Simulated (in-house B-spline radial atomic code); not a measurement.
## RPA and G0W0 on TPSS: Tc+

Configuration [Kr] 4d5 5s1, highest spin, mean-field start TPSS. Computed with an all-electron radial atomic-structure program (B-spline basis): all electrons, non-relativistic, point nucleus, each spin shell either full or empty, empty states to l = 9 with an (l + 1/2)⁻⁴ tail; G0W0 by contour deformation at full frequency.

Without relativity these are model numbers: it shifts the levels of so heavy an element strongly and can reorder them.

Command:
```bash
python run_gw.py task.json out
```
Settings (radii: box in bohr, nucleus in fm):
```
Z                        43
electrons                42
configuration            [Kr] 4d5 5s1
hamiltonian              nr
method                   tpss,tpss
lmax                     9
spin_polarised           True
box_radius               23.78
intervals                54
ion_configuration        [Kr] 4d5
```

Run time, properties included: 4.4 s on 1 thread of AMD EPYC 9R45 96-Core Processor, with other jobs on the host.

Energies (hartree):

```tsv
term	value
mean-field total	-4206.43110
Hartree-Fock functional on these orbitals	-4204.57558
direct second order	-3.5357
second-order exchange	1.0382
SOSEX correction	0.95179
```

What is the RPA correlation energy, and what remains with SOSEX?

RPA gives -3.0793 hartree (-2 eV per electron); RPA + SOSEX gives -2.1276, and the second-order doubles -2.4975 hartree (no singles). SOSEX takes back 31 % of the RPA value.

Quasi-particle levels (eV):

```csv
level,occupied,mean field,Σx - vxc,Σc,QP weight,G0W0
5s up,yes,-11.538,-2.48,?,?,?
4d down,no,-11.806,8.82,-4.82,0.828,-7.807
```

G0W0 = mean field + (Σx - vxc) + Σc, with Σc (partial-wave tail included) taken at the quasi-particle energy. Only the outer levels were computed. Levels of low weight are left out.

Where does G0W0 put 5s up?

At -15.292 eV, with Σc = -1.28 eV and a quasi-particle weight of 0.917. The tabulated removal energy is 15.260 eV (NIST, semi-empirical); the calculation leaves out relativity, Breit and QED terms, and what these don't explain is the method's own error.

What does it cost to remove one electron (to [Kr] 4d5) by differences of total energies, each species on its own start (correlation terms add to the Hartree-Fock functional)?

TPSS 14.756 eV, Hartree-Fock functional 13.635 eV, + RPA 15.236 eV, + RPA + SOSEX 14.416 eV, + second order 15.247 eV. Tabulated: 15.260 eV (NIST, semi-empirical); the calculation leaves out relativity, Breit and QED terms, and what these don't explain is the method's own error.
